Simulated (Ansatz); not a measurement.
A run for Ansatz (a quantum-chemistry and plane-wave program): R-CCSD(T)/cc-pV(D+d)Z on H4O3Si (SMILES O[SiH](O)O), a point of a torsion scan. Files ending in .json are basis or fitting sets from the Basis Set Exchange.

Ansatz 0.2 input:
```yaml
crystal:
  periodic: [false, false, false]
  atoms:
    - {symbol: O, position_ang: [1.44081320, 0.22911068, -0.53927537]}
    - {symbol: Si, position_ang: [0.05133978, -0.00824467, 0.26366846]}
    - {symbol: O, position_ang: [-1.15083006, -0.47472446, -0.73058975]}
    - {symbol: O, position_ang: [0.28878892, -1.21728729, 1.32065893]}
    - {symbol: H, position_ang: [2.20456218, -0.28880463, -0.30382516]}
    - {symbol: H, position_ang: [-0.29589387, 1.23713359, 0.92718201]}
    - {symbol: H, position_ang: [-1.28809109, -0.00851016, -1.54863149]}
    - {symbol: H, position_ang: [-0.47095329, -1.66607201, 1.67782493]}
basis:
  gaussian:
    orbitals: cc-pV_D+d_Z.json
magnetization: {spin_polarized: false}
correlation: {method: ccsd_t, electrons: outside_noble_gas}
scf: {lower_state_search: off}
```

Program output:

```
WARN ansatz: RAYON_NUM_THREADS=1 ignored (pool sized by the plan → 1); use --threads N
Functional definition: HF
these checks for a lower state are left out or cut short: stability, starts, cluster_reference, orbital_swaps, neighbouring_geometries, increment
integrals: 0.08 GiB planned
813 factors; integrals over basis functions are off by at most 1.0e-3 eV
mean field: 0.18 GiB planned
mean field evaluation 1: about -14037.1673 eV, gradient 4.9e1 eV
mean field evaluation 2: about -14037.1714 eV, gradient 4.9e1 eV
mean field evaluation 4: about -14041.4834 eV, gradient 2.5e0 eV
mean field evaluation 8: about -14041.5039 eV, gradient 8.4e-2 eV
mean field -14041.50391588 eV, -516.0157512355 hartree, gradient 1.0e-6 eV, S^2 0.000000; 0 other end points of the search recorded, 0 dependent functions left out
8 core orbitals not correlated
reference -14041.50391588 eV, -516.0157512355 hartree; 13, 13 occupied and 64, 64 virtual orbitals, 813 factors
second order -17.86723901 eV of doubles, -0.00000000 eV of singles
coupled cluster: 0.25 GiB planned
cycle   1  -18.03634951 eV  change   -1.7e-1 eV  update   8.5e-2
cycle   2  -18.40820515 eV  change   -3.7e-1 eV  update   2.3e-2
cycle   3  -18.50472360 eV  change   -9.7e-2 eV  update   1.2e-2
cycle   4  -18.49748653 eV  change    7.2e-3 eV  update   2.3e-3
cycle   5  -18.49688534 eV  change    6.0e-4 eV  update   9.4e-4
cycle   6  -18.49723424 eV  change   -3.5e-4 eV  update   2.6e-4
cycle   7  -18.49710855 eV  change    1.3e-4 eV  update   8.9e-5
cycle   8  -18.49705074 eV  change    5.8e-5 eV  update   2.4e-5
cycle   9  -18.49704622 eV  change    4.5e-6 eV  update   7.2e-6
perturbative correction -0.36311606 eV, -0.0133442690 hartree
Total energy: -14060.36407816 eV, -516.7088494152 hartree
Checks for a lower state left out: stability, starts, cluster_reference, orbital_swaps, neighbouring_geometries, increment
```

The calculation finished and met its thresholds.

Cost: around 6 core-seconds (rough).
